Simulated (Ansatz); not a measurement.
Program: Ansatz. Geometries: PBE0-D4/def2-TZVP. ΔE: electronic, gas phase. CCSD(T)/CBS is the MP2 limit (def2-TZVPP, def2-QZVPP) plus CCSD(T) − MP2 in def2-TZVPP, frozen cores. This one scheme is used for every species. Functionals use def2-TZVPP. B3LYP here is the variant with VWN-RPA as its local correlation; programs differ in this. For Sc outer-core shells are correlated without core-valence functions, which leaves a few kJ/mol of doubt a bond. Scalar relativity is left out up to krypton. One conformer a species, not always the lowest.

`[F][Sc]([F])[O][SiH3]` + H–F → `[F][Sc]([F])[F]` + silanol  (ligand exchange at the Sc–O bond)

```
             level  ΔE (kcal/mol)  difference from CCSD(T)/CBS
       LDA (SPW92)           -7.7                         -4.1
            PBE-D4           -8.1                         -4.5
         r2SCAN-D4           -8.0                         -4.4
            B97M-V           -8.1                         -4.5
        r2SCANh-D4           -7.5                         -3.9
      CAM-B3LYP-D4           -7.4                         -3.8
          PBE-QIDH           -6.0                         -2.4
            revPBE           -9.3                         -5.7
            r2SCAN           -8.2                         -4.6
             B3LYP           -8.2                         -4.6
           r2SCANh           -7.8                         -4.2
           r2SCAN0           -7.1                         -3.5
RPA@PBE/def2-TZVPP           -5.2                         -1.6
       HF/def2-SVP           -4.8                         -1.2
     HF/def2-QZVPP           -6.4                         -2.8
     MP2/CBS(def2)           -3.2                          0.4
       CCSD(T)/CBS           -3.6                            0
```

Largest T1 diagnostic among the species: 0.017.

Leaving LDA and LC-ωPBE aside and taking each functional with its dispersion term where it has one, the values, not all of them listed here, spread over 2.4 kcal/mol, from PBE-D4 to BHLYP-D4. LDA lies +1.2 kcal/mol from PBE without D4. From r2SCAN to r2SCAN0 (25 % exact exchange), in def2-TZVPP and without D4, ΔE moves by +1.1 kcal/mol. The D4 term adds +1.3 kcal/mol with B3LYP and +0.7 kcal/mol with PBE0; it sums over pairs of atoms, weighted by their polarisabilities, and B3LYP, whose exchange is more repulsive, gets the larger term.
